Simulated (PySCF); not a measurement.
**Fine-structure interval along the 13-electron series**

Calculated with PySCF 2.14 and a two-component X2C-1e Hamiltonian (Gaussian nucleus, no Breit or QED terms), each ion in its own even-tempered basis scaled to its charge; GMP2 freezes 1s2 and drops the highest virtual spinors. Values in cm⁻¹.

| ion | configuration | GHF (screened spin-orbit) | GMP2 (screened spin-orbit) | GHF (bare spin-orbit) |
| --- | --- | --- | --- | --- |
| Cd³⁵⁺ | [Ne] 3s2 3p1 | 395670 | 393230 | 413510 |
| Sn³⁷⁺ | [Ne] 3s2 3p1 | 478350 | 475660 | 499100 |

Question: Fill in the row of In³⁶⁺.

Answer: configuration: [Ne] 3s2 3p1; GHF (screened spin-orbit): 435540; GMP2 (screened spin-orbit): 432920; GHF (bare spin-orbit): 454800.
